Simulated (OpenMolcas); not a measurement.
Cl²⁺: effect of the IPEA shift

| Quantity | Value |
| --- | --- |
| Program | OpenMolcas |
| Basis | ANO-RCC-VQZP [6s5p3d2f1g] |
| Scalar Hamiltonian | DKH2, point nucleus |
| Active space | 3 electrons in 3 orbitals (3p) |
| State averaging | 2S+1 = 4 odd, 1 root; 2S+1 = 2 odd, 8 roots |
| Spin-orbit coupling | RASSI with atomic mean-field integrals over the reference wave functions, term energies averaged over their components |

Methods on the same reference wave functions:
A. CASSCF
B. SS-CASPT2, IPEA 0.25 Eh, imaginary shift 0.1 Eh (closed shells correlated: 2s 2p 3s)
C. SS-CASPT2, IPEA 0.5 Eh, imaginary shift 0.1 Eh (closed shells correlated: 2s 2p 3s)

Energies in cm⁻¹ above 3s² 3p³ ⁴S°_3/2, the measured ground level; measured values from Moore, Atomic Energy Levels, vol. I, NSRDS-NBS 35 (1971 reprint of NBS Circular 467, 1949).

```tsv
Level	A	B	C	Measured
3s² 3p³ ⁴S°_3/2	0.0	0.0	0.0	0.0
3s² 3p³ ²D°_3/2	22761	18380	18130	18053
3s² 3p³ ²D°_5/2	22804	18440	18180	18120
3s² 3p³ ²P°_1/2	37843	31210	30990	29812
3s² 3p³ ²P°_3/2	37899	31280	31060	29907
```

Deviations, from unrounded energies. A percentage is the sum of absolute deviations over the sum of measured energies, with the sign that they share, or ± where signs differ.

```
                        Against measurement  Levels      A     B     C
             mean absolute deviation (cm-1)       4   6400   850   620
other terms of the ground configuration (%)       4  +26.5  +3.6  +2.6
```

C lies closest to measurement on these levels and A furthest from it. The largest miss of C in the table is 3s² 3p³ ²P°_1/2, by +1200 cm-1. The ranking rests on the paired levels alone, and a cruder setting can come out closer through cancelling errors.

Between B and C the level of the table that moves most is 3s² 3p³ ²D°_5/2, by 260 cm-1 (lowest in C, highest in B). Moves below CASPT2's spread within the term are not significant.

The mean deviations of B to C differ by less than CASPT2's widest spread within a term (340 cm-1), so their order carries little weight.

From A to B the spin-free energies of the other terms of 3s² 3p³ shown, above ⁴S°, scale by factors of 0.81 to 0.82.

The lowest spin-free term lies below A's lowest term by 0.155 hartree in B, 0.146 hartree in C.

Term energies are means over components that CASPT2 splits; among the terms shown or strongly mixed into the levels shown the widest spread is 340 cm-1 (3s² 3p³ ²P°, C). With the s shell closed, the reference lacks s² → p² mixing. Measured partners are found by configuration, term and J. A level has none where our copy of the source lacks it or the pairing is in doubt (some pairs that miss far off the trend of their configuration count as doubtful), and it then counts in no deviation. Only configurations of the active space appear.

° marks odd parity.
